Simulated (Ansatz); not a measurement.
Coupled-cluster diagnostics for the cluster Li₁₉⁺, Ansatz.

Geometry of the singlet (PBE/def2-SVP):

```xyz
19

Li   -0.754    0.603    1.333
Li   -0.997   -0.859   -0.984
Li   -0.184    1.241   -2.592
Li   -0.388   -2.252    1.458
Li    0.085   -1.686   -3.359
Li    4.180   -0.752    0.067
Li   -1.114   -0.206    3.850
Li    1.478    0.288   -0.277
Li    1.963   -0.575    2.273
Li    1.627   -2.404   -0.788
Li    2.823    0.315   -2.586
Li   -2.960   -0.771   -2.863
Li    0.893    2.227    2.808
Li   -3.151   -1.062    1.007
Li   -2.324    2.556    2.392
Li   -1.720   -3.425   -1.231
Li    0.041    2.934    0.025
Li    3.158    2.284    0.127
Li   -2.657    1.543   -0.660
```

Correlated methods freeze no core orbitals; core or outer-core shells of Li are correlated, in sets that lack core-valence functions. The structure comes from a short search, and lower isomers may exist.

Question: Estimate the CCSD(T) correlation energy, the shares of MP2 and (T), T1 and the reference's ⟨S²⟩ for: charge 1, singlet, own geometry in def2-SVP; and the rough time on 4 threads of Arm Neoverse V2 on a shared host.

Answer: 
| state | basis | correlation (eV) | MP2 share (%) | (T) share (%) | T1 | ⟨S²⟩ (pure) | wall time | remarks |
| --- | --- | --- | --- | --- | --- | --- | --- | --- |
| charge 1, singlet, own geometry | def2-SVP | -12.432 | 86.3 | 10.4 | 0.015 | 0.00 (0.00) | 3.2 min | restricted SCF unstable |
Customary marks for T1 are 0.02 (closed shells), 0.045 (open shells) and about 0.05 (3d metals). T1 stays under 0.02 throughout.
